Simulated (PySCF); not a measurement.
Fill in the blanks.

Compound: C5H9NOSi.
Atom-mapped SMILES: `[CH3:1][Si@@H:2]1[CH2:3][CH2:4][C@H:5]([C:6]#[N:7])[O:8]1` (hydrogens: H9, H10, H11 on C1; H12 on Si2; H13, H14 on C3; H15, H16 on C4; H17 on C5)

```json
{"property": "point group", "level": "PBE0-D3(BJ)/def2-SVP", "value": "?"}
{"property": "rotational constants A, B, C", "level": "PBE0-D3(BJ)/def2-SVP", "value": "2.454, 1.487, 1.221 GHz"}
{"property": "dipole moment", "level": "wB97X-D/def2-SVPD", "value": "?"}
{"property": "HOMO energy", "level": "wB97X-D/def2-SVPD", "value": "?"}
{"property": "LUMO energy", "level": "wB97X-D/def2-SVPD", "value": "?"}
{"property": "lowest singlet excitation", "level": "TDDFT wB97X-D/def2-SVPD", "value": "?"}
{"property": "strongest line among the 6 lowest singlet transitions", "level": "TDDFT wB97X-D/def2-SVPD", "value": "?"}
{"property": "static isotropic polarisability", "level": "wB97X-D/def2-SVPD", "value": "?"}
{"property": "electronic spatial extent ⟨r²⟩ about the centre of nuclear charge", "level": "wB97X-D/def2-SVPD", "value": "1104 bohr²"}
```

Electronic properties: PySCF, gas phase, density fitting. The structure is a single PBE0-D3(BJ)/def2-SVP conformer in the gas phase; no vibrational or solvent corrections.

Task: Give the lowest singlet excitation.

Result: 7.47 eV (166 nm, f = 0.001).

Task: Give the static isotropic polarisability.

Result: 86.3 au.

Task: The LUMO energy?

Result: 1.86 eV.

Task: Give the dipole moment.

Result: 3.71 D.

Task: Give the point group.

Result: C1.

Task: What is the strongest line among the 6 lowest singlet transitions?

Result: S5 at 8.15 eV (152 nm, f = 0.027).

Task: The HOMO energy?

Result: -10.37 eV.

With B = h/(8π²I), that is 505.379 GHz u Å² over I, the principal moments of inertia are 205.9, 339.8 and 413.8 u Å² (most abundant isotopes). A dipole of 3.71 D is allowed in C1, and pure rotational transitions are dipole-allowed. The rotational constants make it an asymmetric top with κ = (2B − A − C)/(A − C) = -0.57, nearer the prolate limit (−1).
